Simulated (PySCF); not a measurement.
## Nuclear quadrupole coupling in `CC(C)=COC(F)F`

Compound: C5H8F2O.
Z-matrix (Å and degrees, GFN2-xTB geometry), rows numbered from 1:
```
C 
C   1  1.4966
C   2  1.4958  1  116.51
C   2  1.3253  1  120.96  3   179.37
O   4  1.3959  2  121.95  1  -177.89
C   5  1.3393  4  116.21  2  -159.90
F   6  1.3413  5  108.96  4  -157.50
F   6  1.3638  5  111.81  4    86.15
H   1  1.0861  2  111.52  3   179.48
H   1  1.0890  2  109.98  3   -59.67
H   1  1.0888  2  109.95  3    58.69
H   3  1.0849  2  110.50  1  -177.12
H   3  1.0890  2  110.05  1   -56.25
H   3  1.0892  2  110.05  1    62.51
H   4  1.0831  2  123.26  1     0.86
H   6  1.1089  5  114.86  4   -35.42
```

Field gradients from the PBE0/pcSseg-1 density (PySCF, non-relativistic), principal values in atomic units, ordered |Vxx| ≤ |Vyy| ≤ |Vzz|:

```
atom      Vxx      Vyy     Vzz
  O5  -0.2368  -1.6067  1.8435
```

Find the asymmetry η = (Vxx − Vyy)/Vzz and the couplings χ = eQV/h (234.96 MHz × Q in barn × V in au), with Q(17O) = −0.0256 b.

```tsv
atom	environment	nucleus	η	χzz (MHz)	χxx (MHz)	χyy (MHz)
O5	ether oxygen	17O	0.74	-11.09	1.42	9.66
```

What is Vzz at O5 in SI units (1 au = 9.71736 × 10²¹ V/m²)?

1.8435 au = 17.914 × 10²¹ V/m².

Were the hydrogens deuterons (Q(2H) = 0.00286 b), χzz would run from 169 kHz (H16) to 213 kHz (H9 and H15).

Geometry: GFN2-xTB, one conformer, isolated molecule. GFN2-xTB bond lengths can be off by several hundredths of an ångström, more for odd bonds, and the gradients follow them. With a basis this small, the couplings can be 20 % off.

The run behind these numbers computed NMR shieldings as well. Time: 28 s wall (with the writing of density and orbital grids); peak memory 0.79 GiB. Hardware: one thread, Arm Neoverse V1 (aarch64), on a shared host.
